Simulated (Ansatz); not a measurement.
Input (CCSDT(Q)/aug-cc-pV(D+d)Z; Ansatz, a first-principles code): A basis named .json is the Basis Set Exchange file of that set.

Ansatz 0.2 input:
```yaml
crystal:
  periodic: [false, false, false]
  atoms:
    - {symbol: O, position_ang: [1.13736079, -0.02253896, -0.15269099]}
    - {symbol: Si, position_ang: [-0.41275669, 0.00817956, 0.05541269]}
    - {symbol: H, position_ang: [-1.11644648, 1.35398730, -0.12016426]}
    - {symbol: H, position_ang: [-0.94388921, -0.41235086, 1.42590804]}
    - {symbol: H, position_ang: [-1.25995700, -0.87583854, -0.85999361]}
basis:
  gaussian:
    orbitals: aug-cc-pV_D+d_Z.json
total_charge: -1
magnetization: {spin_polarized: false}
correlation: {method: ccsdt_q, electrons: outside_noble_gas}
```

Output:

```
Functional definition: HF
integrals: 0.11 GiB planned
1417 factors; integrals over basis functions are off by at most 1.3e-7 eV
mean field: 0.24 GiB planned
mean field evaluation 1: about -9946.9372 eV, gradient 1.8e1 eV
mean field evaluation 2: about -9946.9385 eV, gradient 1.8e1 eV
mean field evaluation 4: about -9947.9748 eV, gradient 3.3e0 eV
mean field evaluation 8: about -9948.0076 eV, gradient 4.6e-4 eV
mean field evaluation 16: about -9948.0055 eV, gradient 1.6e-1 eV
mean field -9948.00755569 eV, -365.5825346698 hartree, gradient 7.3e-7 eV, S^2 0.000000; 0 other end points of the search recorded, 0 dependent functions left out
6 core orbitals not correlated
reference -9948.00755569 eV, -365.5825346698 hartree; 7, 7 occupied and 69, 69 virtual orbitals, 1417 factors
second order -9.12135361 eV of doubles, -0.00000000 eV of singles
coupled cluster: 1.41 GiB planned
cycle   1  -9.26545266 eV  change   -1.4e-1 eV  update   1.2e-1
cycle   2  -9.70937939 eV  change   -4.4e-1 eV  update   7.3e-2
cycle   3  -10.01702696 eV  change   -3.1e-1 eV  update   2.7e-2
cycle   4  -10.02755206 eV  change   -1.1e-2 eV  update   1.1e-2
cycle   5  -10.01066653 eV  change    1.7e-2 eV  update   6.2e-3
cycle   6  -10.01163912 eV  change   -9.7e-4 eV  update   2.5e-3
cycle   7  -10.01387595 eV  change   -2.2e-3 eV  update   1.3e-3
cycle   8  -10.01428909 eV  change   -4.1e-4 eV  update   5.6e-4
cycle   9  -10.01408652 eV  change    2.0e-4 eV  update   2.9e-4
cycle  10  -10.01396364 eV  change    1.2e-4 eV  update   1.2e-4
cycle  11  -10.01411914 eV  change   -1.6e-4 eV  update   6.6e-5
cycle  12  -10.01404667 eV  change    7.2e-5 eV  update   2.8e-5
cycle  13  -10.01403112 eV  change    1.6e-5 eV  update   1.4e-5
cycle  14  -10.01402322 eV  change    7.9e-6 eV  update   5.9e-6
cycle  15  -10.01401684 eV  change    6.4e-6 eV  update   3.0e-6
cycle  16  -10.01401411 eV  change    2.7e-6 eV  update   1.3e-6
cycle  17  -10.01401441 eV  change   -3.0e-7 eV  update   7.2e-7
perturbative correction -0.02754177 eV, -0.0010121413 hartree
Total energy: -9958.04911187 eV, -365.9515550530 hartree
```
